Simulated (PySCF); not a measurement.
**Does the structure fit the spectrum?**

A compound C₇H₁₀Si gives the data below (simulated from a calculation) and was assigned the structure `CC#CC1=C[SiH2][C@H]1C`.

13C{1H} NMR (computed): δ 231.1 (C), 110.0 (C), 100.4 (C), 90.4 (C), 79.9 (CH2), 22.6 (CH3), -4.7 (CH3).

1H NMR (400 MHz, computed): δ 5.18 (s, 2H), 4.55 (q, 2H), 1.94 (s, 3H), 0.28 (t, 3H).

Computed data (PySCF 2.14): σ from GIAO-PBE0/pcSseg-1, GFN2-xTB geometry. No relativistic terms, isolated molecule, averaged over atoms made equivalent by symmetry, fast rotation or ring inversion, a single conformation.

δ = σ(ref) − σ, references computed at the same level: 1H, 13C against TMS.

(1) Compare with the shifts computed for the proposed structure, pairing carbons in order of shift.

(2) Which isomer fits?

Results:

(1) Atom-mapped SMILES (the numbers label the heavy atoms): `[CH3:1][C:2]#[C:3][C:4]1=[CH:5][SiH2:6][C@H:7]1[CH3:8]`. Each H is labelled by its parent atom.

| atom | computed for proposal | given list | difference |
| --- | --- | --- | --- |
| C4 | 160.9 | 231.1 | -70.2 |
| C5 | 143.8 | 110.0 | +33.8 |
| C2 | 103.0 | 100.4 | +2.6 |
| C3 | 83.2 | 90.4 | -7.2 |
| C7 | 35.6 | 79.9 | -44.3 |
| C8 | 19.8 | 22.6 | -2.8 |
| C1 | 6.1 | -4.7 | +10.8 |

The rms difference is 34.3 ppm and the largest -70.2 ppm at C4 (fully substituted alkene carbon). The carbon types in order of shift don't match either: C, CH, C, C, CH, CH3, CH3 for the proposal against C, C, C, C, CH2, CH3, CH3 in the data. The proposal doesn't fit.

(2) `C=C=C(C)C#C[SiH2]C`.

Carbon types of the structure: 4 × C, 1 × CH2, 2 × CH3, leaving 2 H on heteroatoms. δC 231.1: central carbon of an allene; the central sp carbon of an allene is among the most deshielded carbons of hydrocarbons. δC 110.0, 100.4: alkyne carbon. δC 90.4, 79.9: terminal carbon of a cumulated C=C=C unit. δH 5.18: hydrogen on a terminal carbon of a cumulated C=C=C unit; olefinic region.

This is the structure that produced the data.

Shifts are as computed. Against solution values, carbons near 30 ppm lie about +3 ppm off and those near 130 ppm about +5 ppm. Of 1309 compounds with measured shifts, 239 miss one by over three times the rms of a fit or turn the order of signals round; such compounds aren't used in these exercises. Multiplicities follow the n + 1 count of equivalent neighbours, as no J values were calculated; m marks all less simple cases, F and P coupling included.
